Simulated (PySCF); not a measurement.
## Fine-structure interval of Se⁻ by level of theory

Se⁻ [Ar] 3d10 4s2 4p5 [4p1/2^2 4p3/2^3, M_J = 3/2] → Se⁻ [Ar] 3d10 4s2 4p5 [4p1/2^1 4p3/2^4, M_J = 1/2], as a difference of total energies. Computed with PySCF 2.14 in x2c-SVPall-2c with one added diffuse shell each of s, p, d type (6s7p4d, 47 functions), with the two-component X2C-1e Hamiltonian. Correlated levels: [Ne] frozen; the 6 highest virtual spinors dropped. "Screened" scales the spin-orbit matrix elements by Boettger's factors to mimic the two-electron term; Breit and QED terms are absent.

| method | fine-structure interval (cm⁻¹) |
| --- | --- |
| GHF (screened spin-orbit) | 1997.8 |
| GMP2 (screened spin-orbit) | 2383.1 |
| GHF (bare spin-orbit) | 2129.9 |

GHF and GMP2 differ strongly here because the two determinants are spin-polarised to different degrees; the interval is a small difference of such terms.
